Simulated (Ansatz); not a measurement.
The same path of BrH + Cl3H2NZr (9 atoms, charge 0, multiplicity 1) was run 3 times with different band settings. Lost on the way: Br8–H9. Made: Zr1–Br8, N2–H9.

Theory: RKS PBE/def2-SVP in Ansatz.

Relaxed end points:

```xyz
9
Properties=species:S:1:pos:R:3
Zr -0.090 0.183 -0.014
N 0.075 -0.083 2.006
H -0.697 -0.413 2.605
H 0.729 0.445 2.601
Cl 2.081 0.438 -0.861
Cl -1.283 2.177 -0.371
Cl -1.346 -1.611 -0.851
Br 1.813 -2.969 2.206
H 1.051 -1.705 2.136
```

```xyz
9
Properties=species:S:1:pos:R:3
Zr 0.677 -0.268 0.063
N -0.302 -0.537 2.286
H -1.284 -0.225 2.316
H 0.203 0.005 3.002
Cl 1.611 0.004 -2.087
Cl 0.135 1.994 0.520
Cl -1.101 -1.738 -0.484
Br 2.688 -1.255 1.240
H -0.294 -1.518 2.601
```

Common settings: spring 5.0 eV/Å²; optimiser quadratic models (default); start path through a guess of the saddle point; force threshold 0.05 eV/Å; iteration limit 60; end points relaxed.

| run | movable images | climbing image |
| --- | --- | --- |
| 1 | 9 | yes |
| 2 | 3 | yes |
| 3 | 4 | no |

(1) What does each run give, and how far can it be trusted?

Answers

(1) Run 1: converged after 17 iterations, highest image 0.012 eV above the first end. A vibrational analysis at the climbing image gives no mode beyond 40i cm⁻¹: the surface is too flat there to confirm a saddle point.
Run 2: converged after 15 iterations, highest image 0.012 eV above the first end. Neighbouring images differ by up to 1.4 eV, so the band resolves the path poorly. Another band between the same ends (9 images) ends at a top of the same energy, where a vibrational analysis finds no clearly imaginary modes. So few images can step over the top or miss a turn of the path.
Run 3: converged after 13 iterations, highest image 0.000 eV above the first end. The highest image is an end point: on this band no image between the ends rises above it.
The orbitals stay closed-shell, which can raise the energy where a bond breaks towards radicals; this wasn't checked here.
